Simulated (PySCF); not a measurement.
MN for M along group 14

PBE0 with triple-zeta basis sets in PySCF, for the lowest determinant that a PBE0 search found; no spin–orbit coupling. De refers to high-spin ground-configuration atoms. A positive dipole means M(−)N(+).

| M | basis | state (unpaired electrons) | Re (Å) | ωe (cm⁻¹) | De (eV) | μ (D) |
| --- | --- | --- | --- | --- | --- | --- |
| C | x2c-TZVPPall | doublet (σ ↑) | 1.160 | 2183 | 7.73 | -1.48 |
| Si | x2c-TZVPPall | doublet (σ ↑) | 1.563 | 1195 | 4.44 | -2.66 |
| Pb | cc-pVTZ-PP/cc-pVTZ | doublet (π ↑) | 2.059 | 550 | 2.11 | -3.50 |

The shortest bond is that of CN (1.160 Å), the longest that of PbN (2.059 Å). CN is bound most strongly (7.73 eV) and PbN least (2.11 eV).

The rows differ in basis set, which adds steps of its own.

The state changes along the series, so neighbouring rows are not always alike in their bonding.

⟨S²⟩ is raised (PbN 1.00), so spin contamination touches these numbers. These are scalar-relativistic numbers at best; spin–orbit coupling would shift them, the dissociation energy most. States were picked by a PBE0 search and need not be the measured ground states.
